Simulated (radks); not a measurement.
Ionisation of the neon ion Ne+, [He] 2s2 2p5, to [He] 2s2 2p4 as the strength of local exchange is varied. Calculated with a radial shooting solver on a logarithmic mesh with Libxc functionals: non-relativistic Kohn-Sham, Slater X-alpha exchange (alpha = 2/3 is LDA exchange), no correlation, spin-polarised, spherical densities, point nucleus; open shells are filled with parallel spins first.

[
 {"alpha": "0.578", "E(Ne+) (hartree)": "-125.35333", "exchange (hartree)": "-8.97917", "IE (eV)": "37.606", "-e of the level emptied (eV)": "27.673 (2p)", "<r> of it (bohr)": "0.9152"},
 {"alpha": "0.667", "E(Ne+) (hartree)": "-126.74233", "exchange (hartree)": "-10.45755", "IE (eV)": "39.546", "-e of the level emptied (eV)": "29.542 (2p)", "<r> of it (bohr)": "0.8998"},
 {"alpha": "0.749", "E(Ne+) (hartree)": "-128.03338", "exchange (hartree)": "-11.84212", "IE (eV)": "41.380", "-e of the level emptied (eV)": "31.319 (2p)", "<r> of it (bohr)": "0.8861"},
 {"alpha": "0.791", "E(Ne+) (hartree)": "-128.69884", "exchange (hartree)": "-12.55962", "IE (eV)": "42.336", "-e of the level emptied (eV)": "32.248 (2p)", "<r> of it (bohr)": "0.8793"},
 {"alpha": "0.808", "E(Ne+) (hartree)": "-128.96900", "exchange (hartree)": "-12.85164", "IE (eV)": "42.727", "-e of the level emptied (eV)": "32.629 (2p)", "<r> of it (bohr)": "0.8766"}
]

NIST Atomic Spectra Database: 40.963 eV (measured). The Delta-SCF value meets it near alpha = 0.73. Open shells are spherical and high-spin; term and fine-structure splittings are not resolved.
